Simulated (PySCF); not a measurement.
**Xe: ionisation energy**

Xe [Xe] → Xe⁺ [Kr] 4d10 5s2 5p5 [5p1/2^2 5p3/2^3, M_J = 3/2], as a difference of total energies. Computed with PySCF 2.14 in x2c-TZVPall-2c with one added diffuse shell each of s, p, d, f type (9s10p6d3f, 90 functions), with the two-component X2C-1e Hamiltonian. Correlated levels: [Ar] 3d10 frozen; the 6 highest virtual spinors dropped. "Screened" scales the spin-orbit matrix elements by Boettger's factors to mimic the two-electron term; Breit and QED terms are absent.

Task: Order these methods by the ionisation energy they give, lowest first.
A. GHF (spin-free)
B. GMP2 (spin-free)
C. GHF (screened spin-orbit)
D. GMP2 (screened spin-orbit)

Result: C (11.210 eV), A (11.630 eV), D (11.995 eV), B (12.413 eV).

The spin-free rows lack the spin-orbit shift.

Errors of the correlated levels include the incompleteness of this basis and the frozen core.

For comparison: 12.130 eV (measured; NIST Atomic Spectra Database, ionization energies).
